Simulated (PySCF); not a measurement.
What binds to fluorosilane, and how strongly

Gas-phase complexes of fluorosilane, each in one structure from a short search with a few starts, optimised by PBE0-D3(BJ)/def2-TZVPD; other ways of binding may lie lower. Energies in kcal/mol, CCSD(T) at its estimated basis limit, counterpoise-corrected (PySCF): interaction is complex less parts frozen as they stand in it. Contacts are written partner···fluorosilane; electrostatic, Pauli and orbital are terms of the uncorrected MP2 energy, whose rest is dispersion or correlation. The CCSD(T) estimate is Hartree-Fock/aug-cc-pVQZ, plus the MP2 correlation part extrapolated as X⁻³ from aug-cc-pVTZ and aug-cc-pVQZ, plus CCSD(T) less MP2 in aug-cc-pVDZ; noble-gas cores are frozen. It isn't the exact limit.

2 other partners are left out, for which the search missed the form known or expected to bind best.

No frequency run checks that these structures are minima. 1 further partner within 0.25 kcal/mol of a listed one is not ranked.

**Question.** Order these partners of fluorosilane by interaction energy, strongest first: ammonia, hydrogen sulfide, formaldehyde, dinitrogen, water, hydrogen cyanide.

**Answer.** ammonia (-9.7), formaldehyde (-4.9), water (-4.2), hydrogen cyanide (-3.2), hydrogen sulfide (-2.0), dinitrogen (-0.9).
```
         partner  contact  distance (Å)  interaction  electrostatic  Pauli  orbital
         ammonia   N···Si          2.40         -9.7          -31.8   42.3    -14.8
    formaldehyde   O···Si          2.64         -4.9          -10.6   13.4     -4.1
           water   O···Si          2.71         -4.2           -9.3   10.9     -3.1
hydrogen cyanide    H···F          2.10         -3.2           -4.4    2.5     -1.0
hydrogen sulfide   S···Si          3.76         -2.0           -3.2    3.9     -0.7
      dinitrogen   N···Si          3.53         -0.9           -0.7    1.0     -0.2
```
